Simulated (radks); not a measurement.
All-electron atom: the lutetium ion Lu+ in [Xe] 4f14 6s2. Calculated with a radial shooting solver on a logarithmic mesh with Libxc functionals: scalar-relativistic Kohn-Sham, PBE, spin-unpolarised, spherical densities, finite nucleus; Fermi nuclear charge, rms radius 5.37 fm.

Unscreened Slater integrals over Kohn-Sham orbitals (hartree).

integral      value
F0(6s,6s)   0.27592
F0(6s,4f)   0.36008
G3(6s,4f)  0.012241
F0(6s,5p)   0.34243
G1(6s,5p)  0.027371
F0(6s,5s)   0.34821
G0(6s,5s)  0.014229
F0(4f,4f)    1.3016
F2(4f,4f)   0.60919
F4(4f,4f)   0.38044
F6(4f,4f)   0.27322
F0(4f,5p)   0.78798
F2(4f,5p)   0.26017
G2(4f,5p)   0.13315
G4(4f,5p)   0.10242
F0(4f,5s)   0.89861
G3(4f,5s)   0.16104
F0(5p,5p)   0.65134
F2(5p,5p)   0.34970
F0(5p,5s)   0.70198
G1(5p,5s)   0.46518
F0(5s,5s)   0.76986
